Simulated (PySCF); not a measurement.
Calculation: ωB97X-D3(BJ)/def2-TZVP // PBE0-D3(BJ)/def2-SVP run with PySCF. All species are isolated molecules in the gas phase. One relaxed conformer stands for a flexible species; it need not be the lowest. Delta-SCF ions had no search for a lower state. Excitations are Tamm–Dancoff values on a coarser integration grid. The basis has no diffuse functions, so Rydberg states are missing or too high.

Reference species (SMILES): `c1c(cc(C=C)c(c1)F)[SiH3]` (C–C–C–C torsion 3°) (neutral, multiplicity 1).

```yaml
brightest of the four lowest singlets (TDA): 6.87 eV
vertical electron affinity (Delta-SCF): -0.23 eV
S1 oscillator strength: 0.111
S1–T1 gap (TDA): 1.73 eV
```

Changed species: `C=C(F)c1cccc([SiH3])c1` (F–C–C–C torsion 179°).

Problem. Give the shifts of the brightest of the four lowest singlets (TDA), vertical electron affinity (Delta-SCF), S1 oscillator strength and S1–T1 gap (TDA).

Solution. the brightest of the four lowest singlets (TDA) decreases by 0.24 eV, to 6.63 eV; the vertical electron affinity (Delta-SCF) falls by 0.03 eV, to -0.26 eV; the S1 oscillator strength falls by 0.090, to 0.021; the S1–T1 gap (TDA) rises by 0.03 eV, to 1.76 eV.
